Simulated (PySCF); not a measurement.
Si(Cl)(Me)(SiH3)2 (CH9ClSi3), SMILES Cl[Si](C)([SiH3])[SiH3].

Coordinates come from a PBE0-D3(BJ)/def2-SVP optimisation.

Two levels are set side by side: TDDFT-PBE/def2-SVPD (PySCF) and TDDFT-PBE0/def2-SVPD (PySCF). Vertical, same geometry. The lowest singlet is HOMO→LUMO 98 % with PBE and HOMO→LUMO 96 % with the other functional; states are paired by order. Differences are taken from unrounded values.

```
quantity                               TDDFT-PBE
-------------------------------------  ---------
lowest singlet excitation (eV)              5.29
lowest triplet excitation (TDA) (eV)        4.77
first bright state (f over 0.05) (eV)       5.71
its oscillator strength                     0.06
```

Question: These are the TDDFT-PBE values. What does TDDFT-PBE0 give? (The exact figures need the calculation; the answer reports its results.)

Answer: 
```csv
quantity,TDDFT-PBE0,TDDFT-PBE minus TDDFT-PBE0
lowest singlet excitation (eV),5.71,-0.42
lowest triplet excitation (TDA) (eV),5.06,-0.29
first bright state (f over 0.05) (eV),6.22,-0.51
its oscillator strength,0.10,-0.04
```

A lower first singlet is the usual sign of a functional without exact exchange. Differences between two approximate levels are no errors against the true value.

Rough cost on one machine, each run with all the roots and properties that it gave: TDDFT-PBE0 against TDDFT-PBE about 4 times.
